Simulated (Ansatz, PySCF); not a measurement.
Reaction: CH3N (SMILES N=C) → CH2N (SMILES C=[N], doublet) + H (doublet) (the H-N bond breaks)
Each species at its own B3LYP-D3(BJ)/def2-TZVP minimum (Ansatz, a quantum-chemistry and plane-wave program).

Property: bond dissociation energy (enthalpy at 298 K, ideal-gas terms from PySCF's Hessians at B3LYP-D3(BJ)/def2-TZVP), in kcal/mol. UHF or UKS for unpaired electrons; spin-orbit terms are left out. CBS(X,Y): correlation extrapolated as X^-3, Hartree-Fock from the larger set (Q,5: extrapolated as (X+1)exp(-9√X)). A bracket is a step between two methods taken in the basis named. The functionals are non-relativistic, so their misses hold any scalar relativity. 'core' is core correlation in cc-pwCVTZ, 'X2C' scalar relativity in cc-pVTZ-DK, both at CCSD(T). Where a partner has so few electrons that a lower coupled-cluster level is exact, that level stands in. The UHF reference of CH2N (C=[N], doublet) is spin-contaminated (<S^2> up to 0.18 over the pure value in the sets run).

From measured enthalpies of formation at 298 K: 87.9 kcal/mol (Active Thermochemical Tables 1.112 (ions: stationary electron), as tabulated in the package chemicals). The calculations leave out spin-orbit terms.

What does PBE/def2-TZVPD (Ansatz) give here, and how do the other levels compare?

PBE gives 84.4 kcal/mol, 3.5 kcal/mol below it. Errors of the others: r2SCAN/def2-TZVPD (Ansatz) -5.6; PBE0/def2-TZVPD (Ansatz) -4.0; wB97M-V/def2-TZVPD (Ansatz) -0.9; CCSD(T)/CBS(cc-pVQZ,cc-pV5Z) + core + X2C (Ansatz) 0.6; CCSD(T)/CBS(cc-pVQZ,cc-pV5Z) + [CCSDT(Q) - CCSD(T)]/cc-pVTZ + [CCSDTQ - CCSDT(Q)]/cc-pVDZ + core + X2C (Ansatz) 0.0 kcal/mol.
